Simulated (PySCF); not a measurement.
H5Sb, SMILES [SbH5].

Geometry: r2SCAN-D4/def2-TZVP. The def2 effective core potentials stand for the cores of Sb; spin–orbit coupling is left out.

Calculation: TDA-LC-ωPBE/def2-TZVPD run with PySCF 2.14.0.

Vertical excitations; the highest root listed may be one member of a degenerate set. The molecule is in vacuum. State labels are in the subgroup C2v.

Computed lowest excited states:
```csv
state,symmetry,energy (eV),λ (nm),f,main pairs
S1,A1,4.97,249,0.000,HOMO→LUMO 97 %
S2,B1,5.55,223,0.023,HOMO→LUMO+1 (degenerate set)
S3,A1,5.55,223,0.023,HOMO→LUMO+2 (degenerate set)
S4,A2,7.06,176,0.000,HOMO→LUMO+4 (degenerate set)
S5,B2,7.06,176,0.000,HOMO→LUMO+3 (degenerate set)
S6,B2,7.63,163,0.433,HOMO→LUMO+7 91 %
S7,A1,7.80,159,0.098,HOMO→LUMO+5 (degenerate set)
S8,B1,7.80,159,0.098,HOMO→LUMO+6 (degenerate set)
S9,A1,8.74,142,0.000,HOMO→LUMO+8 98 %
S10,B2,9.09,136,0.034,"HOMO−1→LUMO 55 %, HOMO→LUMO+10 37 %"
T1,A1,3.79,327,0,HOMO→LUMO 86 %
T2,B1,4.89,254,0,HOMO→LUMO+1 (degenerate set)
T3,A1,4.89,254,0,HOMO→LUMO+2 (degenerate set)
T4,B2,6.57,189,0,"HOMO→LUMO+7 47 %, HOMO→LUMO+10 27 %, HOMO−1→LUMO 18 %"
```
Triplets are in the Tamm–Dancoff approximation.
